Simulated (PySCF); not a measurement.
## One molecule, many functionals

Species: C2H11GeNSi.
Geometry (PBE0-D3(BJ)/def2-SVP, Å), atoms numbered from 1 in this order:
```xyz
16
C2H11GeNSi angstrom
C     -1.8972    0.3667    0.9252
N     -0.9299    1.0158    0.0713
Ge    -0.1289    0.0845   -1.2985
C      1.1248   -1.1521   -0.4538
Si     1.9577   -0.3868    1.0529
H     -1.4888   -0.5860    1.3013
H     -2.8695    0.1353    0.4431
H     -2.1076    0.9826    1.8155
H     -1.2015    1.9624   -0.1750
H     -1.1452   -0.6862   -2.1824
H      0.6112    1.1382   -2.1428
H      1.8884   -1.4481   -1.1917
H      0.5966   -2.0732   -0.1584
H      1.0205   -0.3131    2.2128
H      2.4673    0.9831    0.7401
H      3.1291   -1.2259    1.4652
```

Linear-response calculations in the def2-SVPD basis (PySCF; singlets by full response, triplets Tamm–Dancoff, core orbitals frozen in the response; HF means time-dependent Hartree–Fock). 'Strongest' is the level of largest summed f among the singlets computed (10 roots, of which the last may lack a degenerate partner); it can jump between rows when another state enters that window. S1 is the lowest singlet of each run and needn't be the same state throughout; f(S1) is that of one state. The structure is a single PBE0-D3(BJ)/def2-SVP conformer in the gas phase; no vibrational or solvent corrections. The LDA/def2-SVPD calculation is non-relativistic and has no spin–orbit coupling, an omission that weighs most on germanium.

```
functional                               kind  S1 (eV)  f(S1)  strongest (eV)  T1 (eV)  HOMO (eV)  gap (eV)  ionisation energy, ΔSCF (eV)
       LDA                                LDA     4.87  0.002            5.58     4.74      -5.39      4.83                          8.54
       PBE                                GGA     4.95  0.002            5.62     4.80      -5.30      4.92                          8.40
      PBE0  global hybrid, 25% exact exchange     5.68  0.002            6.51     5.40      -6.64      6.98                          8.57
 BHandHLYP  global hybrid, 50% exact exchange     6.16  0.003            8.40     5.83      -7.94      8.84                          8.54
 CAM-B3LYP             range-separated hybrid     5.84  0.003            7.35     5.55      -8.03      9.07                          8.71
   wB97X-D             range-separated hybrid     6.01  0.004            7.57     5.80      -8.52     10.45                          8.68
   LC-wPBE             range-separated hybrid     6.39  0.004            8.34     6.03      -9.36     11.43                          8.80
        HF                       Hartree–Fock     7.07  0.004            8.83     6.59     -10.01     12.37                   not settled
```

Task: What does B3LYP (global hybrid, 20% exact exchange) give?

Result: S1 (eV) 5.49, f(S1) 0.001, strongest (eV) 6.25, T1 (eV) 5.26, HOMO (eV) -6.43, gap (eV) 6.51, ionisation energy, ΔSCF (eV) 8.62. S1 runs from 4.87 eV (LDA) to 7.07 eV (HF), a spread of 2.21 eV, while the orbital gap spreads over 7.5 eV. Along PBE (0%), B3LYP (20%), PBE0 (25%), BHandHLYP (50%), HF (100%) S1 rises with the share of exact exchange. −ε(HOMO) comes closest to its own ΔSCF ionisation energy with wB97X-D (-0.16 eV) and misses most with LDA (-3.14 eV). 'Not settled' means that the ion's SCF failed to converge or may have ended in another state than the lowest.
